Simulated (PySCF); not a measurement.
Positional isomers: propene cyano+boryl. Gas-phase values, no solvent. One relaxed conformer stands for each flexible species; it need not be the lowest. Strings in code marks are SMILES.

The LUMO from two functionals at the same geometries (CAM-B3LYP-D3(BJ)/def2-TZVP), both in PySCF: PBE-D3(BJ)/def2-TZVP and TPSSh-D3(BJ)/def2-TZVP. 

| species | PBE-D3(BJ)/def2-TZVP (eV) | TPSSh-D3(BJ)/def2-TZVP (eV) |
|---|---|---|
| `C(=C/C)(/C#N)B` | -3.56 | -3.01 |
| `B/C(C#N)=C\C` | -3.71 | -3.15 |
| `B/C(C)=C/C#N` | -3.91 | -3.38 |
| `B/C(C)=C\C#N` | -3.88 | -3.34 |
| `C/C(=C/B)C#N` | -3.78 | -3.26 |
| `B/C=C/CC#N` | -3.40 | -2.81 |
| `B/C=C\CC#N` | -3.56 | -2.98 |
| `C=C(C#N)CB` | -2.83 | -2.16 |
| `BC/C=C/C#N` | -2.93 | -2.26 |
| `N#C/C=C\CB` | -2.83 | -2.16 |

Over these rows, drawn at random from the members with no instability flagged (it was tested for open shells, ions and some series alone), PBE minus TPSSh-D3(BJ): mean -0.59 eV, from -0.67 eV to -0.52 eV.
